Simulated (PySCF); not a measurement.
# Tl²⁺ (thallium, charge +2) across methods

[Xe] 4f14 5d9 6s1 6p1, one real determinant (an excited configuration). All numbers are calculated (PySCF 2.14, a scalar-relativistic core potential, in aug-cc-pwCVDZ-PP with ECP60MDF (6s5p4d1f, 48 functions)). The B2PLYP total includes its PT2 part (frozen core); its orbital energies are those of the SCF part.

```json
{"method": "r2SCAN", "E (hartree)": "-171.0005", "mean ε 5d β (eV)": "-37.549", "mean ε 6s α (eV)": "-28.995", "mean ε 6p α (eV)": "-19.185", "Σ⟨r²⟩ (bohr²)": "41.04", "⟨S²⟩": "3.752"}
{"method": "PBE0", "E (hartree)": "-170.9271", "mean ε 5d β (eV)": "-39.232", "mean ε 6s α (eV)": "-29.838", "mean ε 6p α (eV)": "-19.942", "Σ⟨r²⟩ (bohr²)": "41.19", "⟨S²⟩": "3.751"}
{"method": "B2PLYP", "E (hartree)": "-170.6316", "mean ε 5d β (eV)": "-41.202", "mean ε 6s α (eV)": "-30.853", "mean ε 6p α (eV)": "-20.810", "Σ⟨r²⟩ (bohr²)": "41.30", "⟨S²⟩": "3.751"}
{"method": "MN15", "E (hartree)": "-170.6018", "mean ε 5d β (eV)": "-39.708", "mean ε 6s α (eV)": "-31.092", "mean ε 6p α (eV)": "-20.633", "Σ⟨r²⟩ (bohr²)": "41.24", "⟨S²⟩": "3.751"}
{"method": "PBEsol", "E (hartree)": "-170.7517", "mean ε 5d β (eV)": "-37.034", "mean ε 6s α (eV)": "-28.681", "mean ε 6p α (eV)": "-18.898", "Σ⟨r²⟩ (bohr²)": "41.25", "⟨S²⟩": "3.751"}
{"method": "LDA", "E (hartree)": "-170.6461", "mean ε 5d β (eV)": "-37.199", "mean ε 6s α (eV)": "-28.892", "mean ε 6p α (eV)": "-18.974", "Σ⟨r²⟩ (bohr²)": "41.33", "⟨S²⟩": "3.750"}
{"method": "r2SCANh", "E (hartree)": "-170.9803", "mean ε 5d β (eV)": "-38.355", "mean ε 6s α (eV)": "-29.477", "mean ε 6p α (eV)": "-19.584", "Σ⟨r²⟩ (bohr²)": "41.04", "⟨S²⟩": "3.752"}
{"method": "UHF", "E (hartree)": "-170.06250", "mean ε 5d β (eV)": "-44.476", "mean ε 6s α (eV)": "-32.772", "mean ε 6p α (eV)": "-22.626", "Σ⟨r²⟩ (bohr²)": "41.41", "⟨S²⟩": "3.752"}
```

Problem. Estimate the same row for PBE.

Solution. E (hartree) = -170.9511; mean ε 5d β (eV) = -37.091; mean ε 6s α (eV) = -28.564; mean ε 6p α (eV) = -18.867; Σ⟨r²⟩ (bohr²) = 41.27; ⟨S²⟩ = 3.751.

⟨L²⟩ = 8.01 against 12 for a pure F term, so this real determinant mixes terms. Energies and moments cover only the electrons outside the core potential. Spin-orbit coupling, absent here, splits the open shell strongly.
